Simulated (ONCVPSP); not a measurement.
How hard is this La (Z = 57) ONCV potential?

lanthanum (La), optimised norm-conserving Vanderbilt (ONCV), made with ONCVPSP 4.0.1 (PBE, scalar-relativistic). Core [Xe], reference 5d1 6s2. Waves: 6s: rc 3.95 bohr, ncon 4, nbas 9, qcut 1.4 1/bohr, 2 projectors, debl 0.9 Ha; p scattering state at 0.1 Ha: rc 3.80 bohr, ncon 4, nbas 7, qcut 2.6 1/bohr, 1 projector; 5d: rc 2.50 bohr, ncon 3, nbas 7, qcut 3.3 1/bohr, 2 projectors, debl 1.2 Ha; f scattering state at 0.29 Ha: rc 3.10 bohr, ncon 4, nbas 8, qcut 3.7 1/bohr, 2 projectors, debl 1.7 Ha. Local part: polynomial inside 1.75 bohr (lpopt 5, dvloc0 1 Ha). Core correction: Teter function, fcfact 4.5, rcfact 1.4.

In the p channel the program set the typed energies aside and used 0.050 Ha. In the f channel the program set the typed energies aside and used -0.160, 1.540 Ha.

For each optimised wave give the share of its norm inside rc, the residual kinetic energy above qcut (Ha) and the cutoffs (Ha) for errors of 10, 1, 0.1 and 0.01 mHa per electron.

| wave | norm inside rc | residual KE | 10 mHa | 1 mHa | 0.1 mHa | 0.01 mHa |
| --- | --- | --- | --- | --- | --- | --- |
| 6s | 0.421 | 2.9e-03 | 0.6 | 2.1 | 12.7 | 15.8 |
| s projector 2 | 0.191 | 1.3e-01 | 2.6 | 10.7 | 18.3 | 20.3 |
| p projector 1 | 0.069 | 3.7e-05 | 0.3 | 0.8 | 2.5 | 8.3 |
| 5d | 0.418 | 1.1e-03 | 3.9 | 5.5 | 16.7 | 31.4 |
| d projector 2 | 0.125 | 4.6e-03 | 4.8 | 6.6 | 11.5 | 22.6 |
| f projector 1 | 0.979 | 6.0e-02 | 21.1 | 28.6 | 37.9 | 59.0 |
| f projector 2 | 0.231 | 4.8e-01 | 32.8 | 38.2 | 49.2 | 75.1 |

The occupied waves need 5.5 Ha and 17 Ha for 1 and 0.1 mHa. The cutoffs count occupied waves only; projector 2 of the f channel, the hardest unoccupied one, needs 38 Ha at the loose tolerance. Note: ghosts flagged at negative energy: s at -41.2 eV, p at -30.2 eV; no localised positive-energy state flagged. A true bound ghost makes a file unfit for plane-wave use. Its largest configuration-test error is +1804 meV.
